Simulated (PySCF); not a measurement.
Compound: C5H6F2NO2 (charge +1).
SMILES with atom numbers: `[F:1][CH:2]([F:3])[O:4][CH2:5][n+:6]1[cH:7][cH:8][o:9][cH:10]1` (hydrogens: H11 on C2; H12, H13 on C5; H14 on C7; H15 on C8; H16 on C10)

The closed-shell SCF was solved with PySCF and density fitting under several settings on one GFN2-xTB geometry (grid level 2 and gas phase unless stated).

| settings | basis functions | SCF cycles | E (Eh) | HOMO (eV) | LUMO (eV) |
| --- | --- | --- | --- | --- | --- |
| PW91/ANO-RCC-VDZP | 170 | 16 | -598.7512 | -12.15 | -7.51 |
| PBE0/3-21G | 102 | 14 | -594.8209 | -13.45 | -6.41 |

**Question.** Estimate the row for these settings: PBE0/6-31G.

**Answer.** 
| settings | basis functions | SCF cycles | E (Eh) | HOMO (eV) | LUMO (eV) |
| --- | --- | --- | --- | --- | --- |
| PBE0/6-31G | 102 | 14 | -597.9084 | -13.44 | -6.55 |

**Question.** Over all rows, what range does the HOMO–LUMO gap span?

**Answer.** From 4.64 eV (PW91/ANO-RCC-VDZP) to 7.04 eV (PBE0/3-21G). The functional of the narrowest has no exact exchange, that of the widest 25 % exact exchange.

**Question.** Compare two rows with the functional PBE0: PBE0/6-31G and PBE0/3-21G. Which energy is lower, and by how much?

**Answer.** PBE0/6-31G (102 functions) lies 3.0875 Eh or 1937 kcal/mol below PBE0/3-21G (102 functions).

Cycle counts include a coarse-grid stage where the run had one. ANO-RCC sets were contracted for a scalar-relativistic Hamiltonian, but ran non-relativistically here.

Conformer computed: `[F:1][CH:2]([F:3])[O:4][CH2:5][n+:6]1[cH:7][cH:8][o:9][cH:10]1`: F1–C2–O4–C5 -50°, C2–O4–C5–N6 -74°, O4–C5–N6–C7 127°.

One conformer stands for the species.
